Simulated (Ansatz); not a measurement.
Basis-set series for CH5N3Zn (`NC1[NH][Zn][NH]1`). Charge 0, multiplicity 1. All single points use the PBE0-D4/def2-TZVP geometry. It is one conformer, not always the lowest.

```
atom    x (Å)    y (Å)    z (Å)
  N1  -0.2528  -1.2986   0.3749
  C2  -0.3290   0.0360  -0.1766
  N3  -0.0853   1.0952   0.8358
 Zn4   1.5030   1.4624  -0.1813
  N5   0.6209   0.2043  -1.2761
  H6   0.6946  -1.4576   0.7063
  H7  -0.8555  -1.3520   1.1889
  H8  -1.3558   0.1745  -0.5575
  H9  -0.8073   1.8078   0.8034
 H10   0.8673  -0.6719  -1.7179
```

```
functional       basis  functions  energy (Eh)  HOMO (eV)  LUMO (eV)
   PBE0-D4    def2-SVP        112  -1983.80172      -5.64      -2.52
   PBE0-D4  def2-QZVPP        478  -1984.35693      -6.09      -2.90
   ωB97M-V    def2-SVP        112  -1984.09682      -7.91      -0.77
   ωB97M-V  def2-QZVPP        478  -1984.65825      -8.38      -1.29
```

**Question.** Give the rows for def2-TZVPP. (Best estimate.)

**Answer.** Ansatz gave: 
```json
{"functional": "PBE0-D4", "basis": "def2-TZVPP", "functions": "258", "energy (Eh)": "-1984.30047", "HOMO (eV)": "-6.05", "LUMO (eV)": "-2.88"}
{"functional": "ωB97M-V", "basis": "def2-TZVPP", "functions": "258", "energy (Eh)": "-1984.60380", "HOMO (eV)": "-8.33", "LUMO (eV)": "-1.22"}
```

Scalar relativity is left out up to krypton.
